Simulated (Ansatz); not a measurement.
C2H6GaSb (`[CH3][Sb]1[CH2][GaH]1`). Total charge 0; spin multiplicity 1. Sb: def2 effective core potential. The structure was optimised at the PBE0-D4/def2-TZVP level.

```xyz
10

C     0.101   -0.166   -1.733
Sb   -1.297    0.791   -0.355
C    -0.608   -0.454    1.394
Ga    0.602    1.069    1.344
H    -0.406   -1.018   -2.188
H     1.003   -0.523   -1.235
H     0.382    0.544   -2.511
H    -0.300   -1.465    1.137
H    -1.363   -0.459    2.180
H     1.885    1.682    1.966
```

Problem. What is the dipole moment at ωB97M-V/def2-TZVPP? (Best estimate.)

Solution. Computed: 0.94 D, with components (0.87, -0.10, 0.35) D in this frame, pointing from negative to positive charge.

Problem. And with PBE, r2SCAN, B3LYP? (Estimate.)

Solution. Computed: PBE 0.77 D, r2SCAN 0.89 D, B3LYP 0.77 D.

Problem. Give the Mulliken charges with ωB97M-V, PBE, r2SCAN in def2-TZVPP. (Estimate.)

Solution. Computed: 
```
atom  ωB97M-V    PBE  r2SCAN
  C1    -0.58  -0.52   -0.42
 Sb2     0.24   0.25    0.23
  C3    -0.56  -0.45   -0.47
 Ga4     0.17   0.12    0.17
  H5     0.15   0.13    0.10
  H6     0.11   0.10    0.07
  H7     0.15   0.13    0.10
  H8     0.13   0.11    0.11
  H9     0.14   0.12    0.11
 H10     0.04   0.01   -0.01
```

B3LYP here is the variant with VWN-RPA as its local correlation; programs differ in this.
